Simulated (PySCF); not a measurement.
C₅H₇N, SMILES C=C1C=NCC1.

Coordinates come from a PBE0-D3(BJ)/def2-SVP optimisation. Other conformers were not sampled.

The numbers are results of PBE/def2-TZVP (PySCF), not measurements.

The molecule is in vacuum.

Computed frontier levels, gap, dipole moment and polarisability:
```
Quantity                                                                                                        Value
---------------------------------------------------------------------------------------------  ----------------------
highest occupied level                                                                                       -6.01 eV
lowest empty level                                                                                           -2.11 eV
orbital gap                                                                                                   3.91 eV
dipole moment                                                                                                  1.94 D
quadrupole, principal values (traceless, Buckingham form, about the centre of nuclear charge)  -5.90, -0.79, 6.69 D·Å
mean static polarisability                                                                      67.5 bohr³ (10.01 Å³)
polarisability, principal values                                                               44.2, 63.7, 94.6 bohr³
```
